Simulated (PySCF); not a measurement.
## Oxygen: a sound run and one with changed settings

Sound run: O⁺ [He] 2s2 2p3, O²⁺ [He] 2s2 2p2. Calculation: PySCF 2.14, in aug-cc-pVDZ-DK; the spin-free X2C one-electron Hamiltonian (Gaussian nucleus). In the sound run the correlated levels freeze 1s2. The sound run starts from symmetry-adapted Hartree-Fock orbitals and uses a fine grid where one is needed.

Changed run: a valence shell is frozen. This setting is unsound on purpose.

| species | method | sound run (hartree) | changed run (hartree) | converged |
| --- | --- | --- | --- | --- |
| O⁺ | MP2 | -74.47813 | -74.42289 | yes |
| O⁺ | CCSD(T) | -74.49488 | -74.42645 | yes |
| O²⁺ | MP2 | -73.19255 | -73.14098 | yes |
| O²⁺ | CCSD(T) | -73.21586 | -73.14202 | yes |

Ionisation energy of O⁺:

```tsv
method	sound run (eV)	changed run (eV)
UHF	34.549	34.549
MP2	34.982	34.883
SCS-MP2	34.784	34.660
CCSD	34.800	34.949
CCSD(T)	34.804	34.951
```

Freezing a valence shell removes pair correlation that changes on ionisation.

For comparison, NIST gives 35.121 eV between the lowest levels.
